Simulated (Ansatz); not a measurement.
`C#C[S][GaH][F]` + silanol → `[F][GaH][O][SiH3]` + `C#CS` at 500 K and 1 bar (ligand exchange at a Ga–S bond).

Computed with Ansatz on PBE0-D4/def2-TZVP structures; ΔE is electronic, products minus reactants. CBS: MP2 limit from def2 TZ/QZ plus the TZ coupled-cluster correction, frozen cores. This one scheme is used for every species. For Ga outer-core shells are correlated without core-valence functions, which leaves a few kJ/mol of doubt a bond. Scalar relativity is left out up to krypton. One conformer a species, not always the lowest.

```
            species  CCSD(T)/CBS energy (Eh)  H − E (kJ/mol)  S (J/(mol·K))
   `C#C[S][GaH][F]`              -2498.80900           120.6          411.4
          `O[SiH3]`               -366.69042           127.5          292.9
`[F][GaH][O][SiH3]`              -2390.49581           143.9          417.4
             `C#CS`               -475.00020            98.3          297.2
```

H − E and S are ideal-gas, rigid-rotor, harmonic terms from PBE0-D4/def2-TZVP, for one conformer and one mirror image of each species. 1 Eh = 2625.50 kJ/mol, R = 8.31446 J/(mol·K).

Question: By hand: ΔE, ΔH, ΔS and ΔG.

Answer: ΔE = (-2390.49581) + (-475.00020) − (-2498.80900) − (-366.69042) = 0.00341 Eh = 9.0 kJ/mol. Δ(H − E) = 143.9 + 98.3 − 120.6 − 127.5 = -5.9, so ΔH = 3.1 kJ/mol. ΔS = 417.4 + 297.2 − 411.4 − 292.9 = 10.3 J/(mol·K). ΔG = 3.1 − 500 × (10.3)/1000 = -2.1 kJ/mol.

Question: By hand: the equilibrium constant, and the temperature at which ΔG would vanish if ΔH and ΔS stayed fixed.

Answer: log₁₀ K = −ΔG/(RT ln 10) = 0.2. ΔG = 0 at ΔH/ΔS = 301 K, though so small a ΔH makes that figure unsure.

TΔS isn't small against ΔH here. The sign of ΔG lies within the doubt. A doubt of 5 kJ/mol in ΔE shifts log₁₀ K by 0.5 here. Other conformers and mirror images would add mixing entropy, several J/(mol·K) or more a flexible species. Modes under 60 cm⁻¹, often nearly free rotors, make the harmonic entropy too high. These are equilibria of isolated gas molecules and say nothing of rates. Largest T1 diagnostic: 0.014 (customary marks: 0.02 for closed shells, 0.045 for open ones).
